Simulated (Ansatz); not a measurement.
`CC(=N)BO` and `CC(=N)CBr` differ in one atom or group.

Ansatz, PBE0-D4/def2-TZVP geometries, multiplicity 1. Each molecule was computed in one conformer, which needn't be the lowest.

Scalar relativity is left out up to krypton.

| property | `CC(=N)BO` |
| --- | --- |
| HOMO energy (ωB97M-V/def2-TZVPP) / eV | -9.63 |
| HOMO energy (PBE0/def2-TZVPP) / eV | -7.25 |
| HOMO–LUMO gap (PBE0/def2-TZVPP) / eV | 5.94 |
| LUMO energy (ωB97M-V/def2-TZVPP) / eV | 0.85 |
| LUMO energy (PBE0/def2-TZVPP) / eV | -1.31 |
| LUMO energy (B3LYP/def2-TZVPP) / eV | -1.54 |

(1) Give the same properties after the change, and the shifts. (An estimate is asked.)

## Answers

(1) Ansatz gave: 
| property | `CC(=N)CBr` | shift |
| --- | --- | --- |
| HOMO energy (ωB97M-V/def2-TZVPP) / eV | -10.10 | -0.47 |
| HOMO energy (PBE0/def2-TZVPP) / eV | -7.76 | -0.51 |
| HOMO–LUMO gap (PBE0/def2-TZVPP) / eV | 6.84 | 0.90 |
| LUMO energy (ωB97M-V/def2-TZVPP) / eV | 1.25 | 0.40 |
| LUMO energy (PBE0/def2-TZVPP) / eV | -0.92 | 0.39 |
| LUMO energy (B3LYP/def2-TZVPP) / eV | -1.16 | 0.38 |

With PBE0 the HOMO falls by 0.51 eV and the LUMO rises by 0.39 eV, so the gap widens by about 0.90 eV. PBE moves the HOMO by -0.54 eV and ωB97M-V by -0.47 eV.

B3LYP here is the variant with VWN-RPA as its local correlation; programs differ in this.

Spin–orbit coupling is left out; it splits and shifts lone-pair levels of the heavy atoms by tenths of an eV.
